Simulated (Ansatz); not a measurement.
Consider the ligand exchange at a B–C bond: `[SiH3]B[CH2][GaH2]` + `C[SiH2]O` → `C[SiH2]OB[SiH3]` + `[CH3][GaH2]`.

Gas-phase electronic energies from Ansatz, PBE0-D4/def2-TZVP geometries. CCSD(T)/CBS adds triple-zeta CCSD(T) − MP2 to the extrapolated MP2 energy (def2 sets, frozen cores). This one scheme is used for every species. Functionals use def2-TZVPP. For Ga outer-core shells are correlated without core-valence functions, which leaves a few kJ/mol of doubt a bond. Scalar relativity is left out up to krypton. One conformer a species, not always the lowest.

`[SiH3]B[CH2][GaH2]`:

Z-matrix (Å, degrees):
```
Si
B 1 2.018
H 1 1.490 2 113.9
H 1 1.493 2 109.9 3 120.5
H 1 1.497 2 111.4 3 -121.4
C 2 1.502 1 121.3 3 140.0
Ga 2 2.541 1 105.4 3 83.9
H 2 1.203 1 119.2 3 -34.8
H 6 1.092 2 121.4 1 167.1
H 6 1.093 2 121.1 1 17.3
H 7 1.564 2 88.4 1 -61.2
H 7 1.564 2 149.7 1 119.7
```

`C[SiH2]O`:

Z-matrix (Å, degrees):
```
C
Si 1 1.863
H 1 1.093 2 111.0
H 1 1.094 2 110.2 3 119.8
H 1 1.093 2 111.5 3 -120.7
O 2 1.652 1 112.6 3 57.7
H 2 1.492 1 108.9 3 -179.5
H 2 1.483 1 110.6 3 -59.4
H 6 0.957 2 117.7 1 68.6
```

`C[SiH2]OB[SiH3]`:

Z-matrix (Å, degrees):
```
C
Si 1 1.857
H 1 1.094 2 109.3
H 1 1.092 2 111.6 3 -119.4
H 1 1.092 2 111.6 3 119.4
O 2 1.667 1 112.4 3 -180.0
H 2 1.484 1 111.1 3 61.1
H 2 1.484 1 111.2 3 -61.0
B 6 1.344 2 134.3 1 -0.4
Si 9 2.032 6 120.6 2 -180.0
H 9 1.210 6 119.2 2 0.1
H 10 1.492 9 109.7 6 121.6
H 10 1.492 9 109.7 6 -121.4
H 10 1.489 9 113.8 6 0.1
```

`[CH3][GaH2]`:

```xyz
7

C    -0.352    0.099   -0.828
Ga    0.436   -0.135    0.958
H    -0.999    0.983   -0.815
H     0.403    0.250   -1.599
H    -0.981   -0.752   -1.099
H    -0.413   -0.780    2.117
H     1.906    0.336    1.266
```

```
     level  ΔE (kJ/mol)
r2SCANh-D4        -88.6
   ωB97X-V        -96.7
    revPBE        -87.8
      BLYP       -103.7
```

What does CCSD(T)/CBS give? (Estimate.)

Ansatz gave: -88.6 kJ/mol. The listed levels differ from it by 0.0, -8.1, 0.8, -15.1 kJ/mol.

Largest T1 diagnostic among the species: 0.013.

In def2-TZVPP, CCSD(T) changes the Hartree–Fock value by +28.5 kJ/mol (the triples alone add +3.9 kJ/mol) and MP2 by +32.9 kJ/mol. The D4 term adds +5.6 kJ/mol with B3LYP and +2.7 kJ/mol with PBE0; it sums over pairs of atoms, weighted by their polarisabilities, and B3LYP, whose exchange is more repulsive, gets the larger term. Leaving LDA and LC-ωPBE aside and taking each functional with its dispersion term where it has one, the values, not all of them listed here, spread over 22.8 kJ/mol, from CAM-B3LYP-D4 to revPBE-D4. LDA lies +4.1 kJ/mol from PBE without D4.

CCSD(T)/CBS has its own doubt, a few kJ/mol and more with outer-core shells, so smaller differences from it don't rank the levels.

B3LYP here is the variant with VWN-RPA as its local correlation; programs differ in this.
